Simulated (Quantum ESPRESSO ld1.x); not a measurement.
Problem. Radial electron density D(r) = 4 pi r^2 rho(r) of an atom or ion with 23 electrons. Method: non-relativistic Kohn-Sham, LDA (Slater exchange, Perdew-Zunger correlation), spin-unpolarised, spherical densities, point nucleus; computed with ld1.x of Quantum ESPRESSO 7.5.

r (bohr)  D(r) (e/bohr)
0.01491           11.47
0.02116           17.37
0.03003           23.44
0.04262           27.05
0.06048           25.87
0.08582           21.73
0.1218            21.44
0.1728            27.25
0.2452            28.61
0.348             18.27
0.4939            9.505
0.7008            11.01
0.9945            10.79
1.411             5.482
2.003             1.731
2.842            0.4789
4.033            0.1084
5.723           0.01582
8.121           0.01069
11.52           0.01116
23.21           0.01732
32.93          0.001787
46.74           0.03421
66.32          0.006766

What is the nuclear charge?

Solution. Z = 23. The innermost maximum, from 1s, lies near 1/Z = 0.0435 bohr (found: 0.0466), and its height grows with Z. The density is that of neutral vanadium in [Ar] 3d4 6f1; the configuration itself is not fixed sharply by these data, and Z only to about a unit. D(r) has 6 maxima, at r = 0.0466, 0.215, 0.831, 10.0, 24.9, 51.1 bohr, and minima at 0.105, 0.535, 6.99 bohr, inside which lie 2.14, 10.52, 22.01 electrons.
